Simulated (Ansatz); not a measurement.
Reaction (redistribution): `[NH2][Zn][AlH][F]` + `C[SiH2]Br` → `[NH2][Zn][Br]` + `C[SiH2][AlH][F]`

Calculated with Ansatz (gas phase, PBE0-D4/def2-TZVP geometries, no zero-point term in ΔE). CBS: MP2 limit from def2 TZ/QZ plus the TZ coupled-cluster correction, frozen cores. Functionals use def2-TZVPP. For Br, Zn outer-core shells are correlated without core-valence functions, which leaves a few kJ/mol of doubt a bond. Scalar relativity is left out up to krypton. One conformer a species, not always the lowest.

`[NH2][Zn][AlH][F]`:

Cartesian coordinates in Å:
```
N -0.677 -0.675 -1.963
Zn -0.081 -0.114 -0.335
Al 0.714 0.548 1.890
F -0.448 1.023 2.976
H -0.075 -0.817 -2.758
H -1.630 -0.570 -2.272
H 2.196 0.605 2.461
```

`C[SiH2]Br`:

Cartesian coordinates in Å:
```
C -0.617 0.720 0.378
Si 0.576 -0.465 -0.412
Br 0.287 -2.502 0.445
H -0.479 1.722 -0.039
H -0.456 0.769 1.457
H -1.648 0.409 0.197
H 1.984 -0.080 -0.152
H 0.353 -0.574 -1.874
```

`[NH2][Zn][Br]`:

Cartesian coordinates in Å:
```
N -0.264 0.111 -0.961
Zn 0.367 -0.239 0.705
Br 1.259 -0.784 2.676
H -1.228 -0.145 -1.129
H -0.133 1.057 -1.292
```

`C[SiH2][AlH][F]`:

```xyz
10

C     1.230   -0.820    0.700
Si   -0.141    0.467    0.615
Al   -1.327    0.468   -1.532
F    -2.518    1.598   -1.741
H     1.727   -0.790    1.672
H     1.982   -0.641   -0.071
H     0.832   -1.827    0.553
H     0.429    1.825    0.857
H    -1.125    0.223    1.712
H    -1.089   -0.502   -2.765
```

CCSD(T)/CBS gives -0.14 eV.

**Question.** Another level gave -0.08 eV. Which?
A. B2PLYP/def2-TZVPP
B. BLYP-D4/def2-TZVPP
C. HF/def2-TZVPP
D. CCSD(T)/def2-TZVPP

**Answer.** A. B2PLYP -0.08, CCSD(T)/def2-TZVPP -0.14, HF/def2-TZVPP -0.24, BLYP-D4 -0.03 eV.

Largest T1 diagnostic among the species: 0.016.

At CCSD(T), def2-SVP lies −0.15 eV from the extrapolated value and def2-TZVPP +0.00 eV. Leaving LDA and LC-ωPBE aside and taking each functional with its dispersion term where it has one, the values, not all of them listed here, spread over 0.12 eV, from PBE-QIDH to BLYP-D4. In def2-TZVPP, CCSD(T) changes the Hartree–Fock value by +0.11 eV (the triples alone add +0.02 eV) and MP2 by +0.17 eV.
